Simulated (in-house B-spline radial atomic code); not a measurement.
Values are calculated unless marked as measured or tabulated.
Weak and strong correlation along the adiabatic connection

Two-electron singlets in several external potentials (atomic units), by full CI in B-splines with partial waves to l = 8 (correlation energies up to 0.6 % small). The repulsion is scaled by λ at fixed density; W(λ) is the mean repulsion less the Hartree energy, W(0) = E_x, and the area under W from 0 to 1 is E_xc.

Relative drop (W(λ) − E_x)/E_x:

```csv
system,λ = 0.12,λ = 0.25,λ = 0.4,λ = 0.6,λ = 0.8,λ = 1
"ω²r²/2 − Z/r, ω = 0.165, Z = 2",0.0108,0.0218,0.0338,0.0487,0.0625,0.0753
"ω²r²/2 − Z/r, ω = 1.07, Z = 0.3",0.0138,0.0277,0.0426,0.0606,0.0769,0.0916
"ω²r²/2 − Z/r, ω = 0.253, Z = 1",0.0184,0.0365,0.0553,0.0775,0.0970,0.1142
"−Z exp(−kr)/r, Z = 4.13, k = 1.75",0.0059,0.0122,0.0192,0.0281,0.0367,0.0449
"−Z/r, Z = 7.72, wall at 3.65 bohr",0.0024,0.0050,0.0080,0.0118,0.0156,0.0193
"−V exp(−r²/w²), V = 2.04, w = 7.84",0.0328,0.0628,0.0918,0.1230,0.1481,0.1685
"−Z/r, Z = 1, wall at 8 bohr",0.0278,0.0542,0.0805,0.1102,0.1349,0.1557
```

Q: Order the systems by how far second-order (GL2) theory, half the initial slope (estimated from the first points of each curve), overshoots the correlation energy, least first.
A. ω²r²/2 − Z/r, ω = 0.165, Z = 2
B. −Z exp(−kr)/r, Z = 4.13, k = 1.75
C. −V exp(−r²/w²), V = 2.04, w = 7.84
D. ω²r²/2 − Z/r, ω = 1.07, Z = 0.3
E. ω²r²/2 − Z/r, ω = 0.253, Z = 1
F. −Z/r, Z = 1, wall at 8 bohr
G. −Z/r, Z = 7.72, wall at 3.65 bohr

A: G (GL2/E_c = 1.03), B (GL2/E_c = 1.08), A (GL2/E_c = 1.15), D (GL2/E_c = 1.19), E (GL2/E_c = 1.26), F (GL2/E_c = 1.37), C (GL2/E_c = 1.48).

Q: What else changes along this order?

A: The ratio follows the bend of the curve. With it the leading natural occupation goes from 1.999 to 1.906 and −T_c/E_c from 0.97 to 0.68 between the first and the last.
